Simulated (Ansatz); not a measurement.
Compare A (`C1CCCCCC1`) with its isomer B (`C=CCCCCC`).

Computed with Ansatz on PBE0-D4/def2-TZVP structures; ΔE is electronic, products minus reactants. CCSD(T)/CBS adds triple-zeta CCSD(T) − MP2 to the extrapolated MP2 energy (def2 sets, frozen cores). DFT in def2-TZVPP. B3LYP here is the variant with VWN-RPA as its local correlation; programs differ in this. One conformer a species, not always the lowest.

A:

```xyz
21

C    -1.550    0.295    0.191
C    -0.659    1.486    0.526
C     0.746    1.157    1.012
C     1.568    0.234    0.117
C     1.065   -1.207    0.109
C    -0.050   -1.523   -0.887
C    -1.120   -0.448   -1.072
H    -1.601   -0.395    1.042
H    -2.569    0.668    0.047
H    -1.149    2.099    1.290
H    -0.589    2.117   -0.369
H     1.288    2.098    1.153
H     0.682    0.694    2.005
H     1.609    0.632   -0.905
H     2.599    0.243    0.484
H     1.899   -1.886   -0.094
H     0.731   -1.452    1.124
H     0.391   -1.733   -1.867
H    -0.530   -2.457   -0.573
H    -0.769    0.297   -1.796
H    -1.992   -0.918   -1.537
```

B:

Z-matrix (Å, degrees):
```
C
C 1 1.492
C 1 1.531 2 113.7
H 1 1.094 2 109.2 3 121.9
H 1 1.096 2 109.2 3 -122.1
C 2 1.326 1 124.9 3 -114.4
H 2 1.089 1 116.6 3 65.2
C 3 1.523 1 115.3 2 -58.3
H 3 1.096 1 108.3 2 179.3
H 3 1.095 1 108.4 2 64.2
H 6 1.084 2 121.7 1 179.6
H 6 1.086 2 121.3 1 -0.6
C 8 1.521 3 114.6 1 -59.8
H 8 1.096 3 108.4 1 178.6
H 8 1.096 3 109.9 1 63.6
C 13 1.519 8 112.6 3 -175.9
H 13 1.097 8 109.2 3 -53.8
H 13 1.095 8 110.0 3 62.0
H 16 1.094 13 111.0 8 -59.6
H 16 1.092 13 111.7 8 -179.8
H 16 1.094 13 111.1 8 59.9
```

Problem. Which is lower in electronic energy at CCSD(T)/CBS, and by how much? (Estimate.)

Solution. Ansatz gave: A, by 15.8 kcal/mol.

Problem. Give E(B) − E(A) in kcal/mol with CCSD(T)/def2-TZVPP, CCSD(T)/def2-SVP, ωB97M-V, B2PLYP, B3LYP-D4, CCSD/def2-TZVPP, B3LYP. (An estimate is asked.)

Solution. Ansatz gave: CCSD(T)/def2-TZVPP 15.8, CCSD(T)/def2-SVP 17.7, ωB97M-V 16.7, B2PLYP 13.3, B3LYP-D4 13.6, CCSD/def2-TZVPP 15.9, B3LYP 10.9. None reverses the order clearly.

Largest T1 diagnostic: 0.009.

From BLYP to BHLYP (50 % exact exchange), in def2-TZVPP and without D4, E(B) − E(A) moves by +6.3 kcal/mol. The D4 term adds +2.7 kcal/mol with B3LYP and +1.4 kcal/mol with PBE0; it sums over pairs of atoms, weighted by their polarisabilities, and B3LYP, whose exchange is more repulsive, gets the larger term.
